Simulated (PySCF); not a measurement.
Compound: C6H4NO3 (doublet state).
Cartesian coordinates in Å at the GFN2-xTB level; atoms count from 1:
```
atom  x, y, z in Å
C1     0.452    2.408   -0.722
C2     0.588    1.168   -0.326
C3     0.038   -0.139    0.046
N4    -1.029   -0.949    0.229
C5    -2.329   -0.547    0.036
O6    -2.668    0.548   -0.306
C7     1.361    0.013    0.081
O8     2.553   -0.613    0.344
C9     2.510   -1.856    0.716
O10    1.605   -2.622    0.892
H11   -0.526    2.813   -0.909
H12    1.302    3.049   -0.869
H13   -0.829   -1.898    0.525
H14   -3.029   -1.376    0.240
```

The hyperfine couplings belong to this conformer and change with its torsions.

Identity: `C=C1C(NC=O)=C1O[C]=O` [radical].

The calculation used UKS B3LYP, pcH-1 on C H N O, non-relativistic, mean-field spin-orbit, GIAO (PySCF). Isolated species at its GFN2-xTB geometry (one conformer only). Couplings are sensitive to structure, and on GFN2-xTB geometries they can be far from those on DFT ones. The SCF solution wasn't tested for stability.

Computed for the main isotopes (class means, splittings of 0.05 mT or more): g = 2.0013; H12 1H +4.0 MHz (0.14 mT); H11 1H +3.5 MHz (0.12 mT); N4 14N +2.6 MHz (0.09 mT); 12 first-order lines, 0.46 mT wide. Two of these splittings differ by less than 0.03 mT, so with lines wider than that fewer lines would be seen.

(1) What changes when 14N at N4 is replaced by 15N?

(2) What changes when 1H at H11 is replaced by 2H?

(3) Where do the 13C satellites of C9 appear, and how strong are they?

(4) Where do the 17O satellites of O8 appear, and how strong are they?

(5) Where do the 17O satellites of O10 appear, and how strong are they?

## Answers

(1) The spin density stays the same (vibrational effects aside), so a scales with the nuclear g factor: -0.56638/0.40376 = -1.4028, so a goes from +2.6 to -3.7 MHz (0.131 mT). The spin goes from 1 to 1/2, so the 1:1:1 triplet becomes a 1:1 doublet. The spectrum then has 8 first-order lines over 0.40 mT.

Lines closer than 0.012 mT are merged, which leaves 6.

```csv
offset from centre (mT),relative intensity
-0.20,1
-0.07,2
-0.06,1
+0.06,1
+0.07,2
+0.20,1
```

(2) The spin density stays the same (vibrational effects aside), so a scales with the nuclear g factor: 0.85744/5.58569 = 0.1535, so a goes from +3.5 to +0.5 MHz (0.019 mT). The spin goes from 1/2 to 1, so the 1:1 doublet becomes a 1:1:1 triplet. The spectrum then has 18 first-order lines over 0.37 mT, counting the new splitting although it is under 0.05 mT.

(3) a = +671.5 MHz, or 23.97 mT in magnitude, and I = 1/2, so to first order each main line has two satellites, at ±11.99 mT. The isotope's abundance is about 1.07 %, shared among 2 lines, so each has 0.54 % of the main line's intensity. At 340 mT second-order shifts move them to lower field by up to 0.42 mT.

(4) a = -262.5 MHz, or 9.37 mT in magnitude, and I = 5/2, so to first order each main line has six satellites, at ±4.68, ±14.05, ±23.42 mT. The isotope's abundance is about 0.038 %, shared among 6 lines, so each has 0.0063 % of the main line's intensity. At 340 mT second-order shifts move them to lower field by up to 1.10 mT.

(5) a = -59.9 MHz, or 2.14 mT in magnitude, and I = 5/2, so to first order each main line has six satellites, at ±1.07, ±3.21, ±5.34 mT. The isotope's abundance is about 0.038 %, shared among 6 lines, so each has 0.0063 % of the main line's intensity. At 340 mT second-order shifts move them to lower field by up to 0.06 mT.
